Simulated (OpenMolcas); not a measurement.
## Ce²⁺: effect of the basis set

| Quantity | Value |
| --- | --- |
| Program | OpenMolcas |
| Method | RASSCF |
| Active space | 2 electrons in 12 orbitals (RAS2 4f; RAS3 5d, at most 1 electron) |
| State averaging | 2S+1 = 3 even, 21 roots; 2S+1 = 1 even, 28 roots; 2S+1 = 3 odd, 35 roots; 2S+1 = 1 odd, 35 roots |
| Spin-orbit coupling | state interaction with AMFI integrals over the reference wave functions, term energies averaged over their components |

A. ANO-RCC-VDZP [7s6p4d2f1g], DKH2, point nucleus; cost of the order of 40 core-seconds
B. ANO-R2 [8s6p5d2f1g], X2C, finite nucleus; cost about 30 core-seconds
C. ANO-RCC-VTZP [8s7p5d3f2g1h], DKH2, point nucleus; cost about 29 core-seconds

Energies in cm-1 above 4f2 3H4, the measured ground level; measured values from Martin, Zalubas and Hagan, Atomic Energy Levels: The Rare-Earth Elements, NSRDS-NBS 60 (1978).

```csv
Level,A,B,C,Measured
4f 5d 1G* 4 [69 %],-5136,-5012,-4959,3277
4f 5d 3F* 2,-4534,-4382,-4333,3822
4f 5d 3H* 4 [74 %],-3311,-3153,-3098,
4f 5d 3F* 3,-3172,-3036,-2995,5502
4f 5d 3H* 5,-2004,-1835,-1781,
4f 5d 3G* 3,-1492,-1304,-1275,
4f 5d 3F* 4,-1379,-1259,-1225,7150
4f2 3H4,0.0,0.0,0.0,0.0
4f 5d 3H* 6,96.0,247,291,
4f 5d 1D* 2,110,285,321,6571
4f 5d 3G* 4,203,375,397,7837
4f2 3H5,1638,1656,1649,1528
4f 5d 3G* 5,1810,1972,1986,9326
4f 5d 3D* 1,2107,2339,2371,8922
4f 5d 1F* 3 [50 %],2846,3071,3097,
4f 5d 3D* 2,3210,3437,3464,9900
4f2 3H6,3393,3431,3416,3127
4f 5d 3D* 3 [54 %],5022,5225,5240,
4f2 3F2,5580,5605,5619,3763
4f 5d 3P* 1,5680,5967,6005,11613
4f 5d 3P* 0,5694,5966,6002,11577
4f2 3F3,6622,6659,6668,4765
4f 5d 3P* 2,6813,7107,7144,
4f 5d 1H* 5,10078,10406,10413,16152
```

A puts 4f 5d 1G* 4 [69 %] lowest. B puts 4f 5d 1G* 4 [71 %] lowest. C puts 4f 5d 1G* 4 [71 %] lowest.

Deviations, from unrounded energies. A percentage is the sum of absolute deviations over the sum of measured energies, with the sign that they share, or ± where signs differ.

```
                        Against measurement  Levels      A      B      C
             mean absolute deviation (cm-1)      16   5700   5500   5500
      fine structure of the ground term (%)       2   +8.1   +9.3   +8.8
other terms of the ground configuration (%)       2  +43.1  +43.8  +44.1
                   other configurations (%)      12  -85.6  -83.2  -82.8
```

A, B, C lie about equally close to measurement. The largest miss of C in the table is 4f 5d 3F* 3, by -8500 cm-1. The ranking rests on the paired levels alone, and a cruder setting can come out closer through cancelling errors.

Among A to C the level of the table that moves most is 4f 5d 1H* 5, by 330 cm-1 (lowest in A, highest in C).

Without dynamic correlation excited terms often stand tens of per cent too high (terms of higher spin than the ground term too low), and those without a measured partner can miss by more than the paired ones. Some levels mix across a computed gap that differs much from the measured one, so their mixing is not that of the real levels. The lowest computed level is not the ground level that NIST lists (3H4). Measured partners are found by configuration, term and J. A level has none where our copy of the source lacks it or the pairing is in doubt (some pairs that miss far off the trend of their configuration count as doubtful), and it then counts in no deviation. Levels of configurations outside the active space are missing. The table leaves out levels that lie high or whose names do not pair safely across all columns.

A share in square brackets marks a mixed level and gives the weight of the term that names it, the lowest over the columns. * marks odd parity.
